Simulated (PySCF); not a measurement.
# Potential energy of SbN⁺ along the bond

Set-up: PySCF, scalar-relativistic core potentials, basis sets Sb def2-SVP with ECP28, N def2-SVP. Energies in eV from Sb⁺ + N in their ground configurations at the same level. All curves are PBE0. state 1: ²Π (doublet), unpaired electrons π ↑; state 2: Ms = 0.5 determinant of mixed spin (⟨S²⟩ near 1.1), unpaired electrons σ ↑, a second solution, started from another occupation; state 3: ⁴Π (quartet), unpaired electrons π ↑↑↑, a second solution, started from another occupation; state 4: quartet, unpaired electrons σ ↑, π ↑↑, a mixture of terms (⟨Lz²⟩ = 2.0), a second solution, started from another occupation.

```json
{"R (Å)": "1.681", "state 1": "-0.865", "state 2": "-1.476", "state 3": "2.192", "state 4": "1.4437"}
{"R (Å)": "1.760", "state 1": "-1.578", "state 2": "-1.860", "state 3": "0.902", "state 4": "0.5165"}
{"R (Å)": "1.838", "state 1": "-1.929", "state 2": "-1.957", "state 3": "0.028", "state 4": "-0.0488"}
{"R (Å)": "1.896", "state 1": "-2.035", "state 2": "-1.920", "state 3": "-0.421", "state 4": "-0.3003"}
{"R (Å)": "1.955", "state 1": "-2.055", "state 2": "-1.830", "state 3": "-0.733", "state 4": "-0.4452"}
{"R (Å)": "2.014", "state 1": "-2.018", "state 2": "-1.710", "state 3": "-0.937", "state 4": "-0.5140"}
{"R (Å)": "2.092", "state 1": "-1.908", "state 2": "-1.532", "state 3": "-1.079", "state 4": "-0.5312"}
{"R (Å)": "2.190", "state 1": "-1.711", "state 2": "-1.310", "state 3": "-1.105", "state 4": "-0.4913"}
{"R (Å)": "2.307", "state 1": "-1.431", "state 2": "-1.074", "state 3": "-0.993", "state 4": "-0.4119"}
{"R (Å)": "2.463", "state 1": "-1.064", "state 2": "-0.828", "state 3": "-0.721", "state 4": "-0.3038"}
```

Put a parabola through the three lowest points of the state 1 curve and estimate Re, k and ωe (reduced mass 12.55 u; 1 eV/Å² = 0.16022 mdyn/Å; ωe = 1302.8·√(k/μ) cm⁻¹).

Through R = 1.896, 1.955, 2.014 Å the second-order coefficient is 8.19 eV/Å², so Re ≈ 1.946 Å, k ≈ 2.62 mdyn/Å and ωe ≈ 596 cm⁻¹. A polynomial fit of higher order to the unrounded PBE0 energies gives Re = 1.942 Å, k = 2.90 mdyn/Å, ωe = 626 cm⁻¹; anharmonicity and rounding make the difference.

The higher-order fit for each curve: state 1: Re = 1.942 Å, ωe = 626 cm⁻¹, De = 2.06 eV; state 2: Re = 1.838 Å, ωe = 743 cm⁻¹, minimum 1.96 eV below the ground-state fragments; state 3: Re = 2.158 Å, ωe = 539 cm⁻¹, minimum 1.11 eV below the ground-state fragments; state 4: Re = 2.074 Å, ωe = 436 cm⁻¹, minimum 0.53 eV below the ground-state fragments.

⟨S²⟩ is raised (SbN⁺ 1.04), so spin contamination touches these numbers. ⟨S²⟩ of the unrestricted solution departs from its pure value on part of the curve, where spin states mix. Spin–orbit coupling is left out, which matters for elements this heavy, above all for dissociation energies. For an ion De counts to the pair picked by the measured ionisation energies or electron affinities, which need not be the lowest pair at this level. The state is the lowest determinant that a PBE0 search found; another state may lie lower at other levels.
